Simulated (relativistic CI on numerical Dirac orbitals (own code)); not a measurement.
## One change at a time: Te44+

Base calculation: Dirac-Coulomb-Breit CI, orbitals from a KLI potential per configuration, model QED (radiative potential, 1s self-energy scaled to tabulated hydrogen-like ionisation energies), unscaled Slater integrals.

Configuration list (outside the closed core 1s2): 2s²2p⁴, 2s2p⁵, 2p⁶, 2p⁵3s, 2p⁵3p, 2p⁵3d, 2s²2p³3s, 2s²2p³3p, 2s²2p³3d, 2s2p⁴3s, 2s2p⁴3p, 2s2p⁴3d, 2s²2p³4s, 2s²2p³4p, 2s²2p³4d, 2s²2p³4f. Levels of other configurations are missing.

Variants: (1) configuration mixing switched off. Shifts of the energy above 2s²2p⁴ ³P2, in eV, for the lowest level and the first level of each name with at least 55 % of one term (blank where a level changes its place among those of its configuration and J or its character, or is not in the variant):

| Level | Base | Δ(1) |
| --- | --- | --- |
| 2s²2p⁴ ³P2 | 0.00 | 0.00 |
| 2s²2p⁴ ¹S0 | 35.95 | +2.75 |
| 2s²2p⁴ ³P1 | 281.87 | -0.03 |
| 2s²2p⁴ ¹D2 | 298.34 | -0.05 |
| 2s2p⁵ ³P°2 | 530.08 | +0.16 |
| 2s²2p⁴ ³P0 | 593.24 | +3.50 |
| 2s2p⁵ ³P°0 | 819.58 | +0.15 |
| 2p⁶ ¹S0 | 1143.36 | -5.70 |
| 2s²2p³3p ³P0 | 4292.29 | +1.36 |
| 2s²2p³3d ³P°0 | 4345.48 | +1.34 |
| 2s²2p³3s ³D°3 | 4395.63 | -1.26 |
| 2s²2p³3s ¹D°2 | 4399.38 | +0.57 |
| 2s²2p³3s ³P°0 | 4422.92 | +4.35 |
| 2s²2p³3s ³P°1 | 4425.96 | +3.72 |
| 2s²2p³3p ³D1 | 4493.41 | +3.87 |
| 2s²2p³3p ³F4 | 4546.75 | -0.12 |
| 2s2p⁴3s ⁵P3 | 4586.27 | -4.66 |
| 2s2p⁴3s ³P2 | 4604.85 | -4.44 |

At this charge energies of transitions that change n are usually good to better than 1 %, and those within a shell (Δn = 0) to a few per cent.

Ionisation energy from the two ground configurations alone: base 7485.29 eV. The NIST ASD value (theoretical) is 7485 eV.

LS names give the leading component of a level, which can be under half, so a name can repeat, a term be missing and a line seem to break the LS rules.
